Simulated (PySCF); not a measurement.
# Trend along group 4: MF cations

MP2 with triple-zeta basis sets in PySCF, for the lowest determinant that a PBE0 search found; no spin–orbit coupling. De refers to high-spin ground-configuration atoms (the charge goes to the atom of lower measured ionisation energy or higher electron affinity, which is not always the lowest computed limit).

| M | basis | reference, frozen orbitals | charged atom | state (unpaired electrons) | Re (Å) | ωe (cm⁻¹) | De (eV) |
| --- | --- | --- | --- | --- | --- | --- | --- |
| Ti | def2-TZVPPD | UHF, 6 | Ti+ | triplet (δ ↑↑) | 1.724 | 810 | n/a |
| Zr | def2-TZVPPD | UHF, 1 | Zr+ | triplet (σ ↑, δ ↑) | 1.817 | 770 | n/a |
| Hf | def2-TZVPPD | UHF, 1 | Hf+ | triplet (σ ↑, δ ↑) | 1.822 | 752 | n/a |

The shortest bond is that of TiF⁺ (1.724 Å), the longest that of HfF⁺ (1.822 Å).

The state changes along the series, so neighbouring rows are not always alike in their bonding.

Correlated steps freeze the inner cores (1 to 6 orbitals); shallow outer-core shells are correlated. Spin–orbit coupling is left out, which matters for elements this heavy, above all for dissociation energies. With d or f electrons several states lie close, and the lowest PBE0 determinant need not be the measured ground state.
